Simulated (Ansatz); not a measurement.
One change: `O=[CH][SnH2][GeH3]` becomes `[CH3][SnH2][CH]=O`.

Ansatz, PBE0-D4/def2-TZVP geometries, multiplicity 1. Each molecule was computed in one conformer, which needn't be the lowest.

Elements past krypton have def2 core potentials. Scalar relativity is left out up to krypton.

```tsv
property	`O=[CH][SnH2][GeH3]`
LUMO energy (B3LYP/def2-TZVPP) / eV	-1.85
size of the dipole moment (B3LYP/def2-TZVPP) / D	2.03
size of the dipole moment (PBE/def2-TZVPP) / D	1.77
HOMO–LUMO gap (B3LYP/def2-TZVPP) / eV	4.72
HOMO energy (PBE0/def2-TZVPP) / eV	-6.76
HOMO–LUMO gap (PBE/def2-TZVPP) / eV	2.78
```

Question: Give the same properties after the change, and the shifts. (Best estimate.)

Answer: Computed: 
```
                                        property  `[CH3][SnH2][CH]=O`  shift
             LUMO energy (B3LYP/def2-TZVPP) / eV                -1.64   0.21
size of the dipole moment (B3LYP/def2-TZVPP) / D                 1.65  -0.38
  size of the dipole moment (PBE/def2-TZVPP) / D                 1.38  -0.39
           HOMO–LUMO gap (B3LYP/def2-TZVPP) / eV                 4.84   0.12
              HOMO energy (PBE0/def2-TZVPP) / eV                -6.66   0.10
             HOMO–LUMO gap (PBE/def2-TZVPP) / eV                 2.81   0.03
```

With PBE0 the HOMO rises by 0.10 eV and the LUMO rises by 0.23 eV, so the gap widens by about 0.13 eV. PBE moves the HOMO by 0.14 eV and ωB97M-V by 0.04 eV. Dipoles are sizes alone; their direction can turn.

Positive LUMOs are unbound, so they and the gaps depend on the basis.

B3LYP here is the variant with VWN-RPA as its local correlation; programs differ in this.
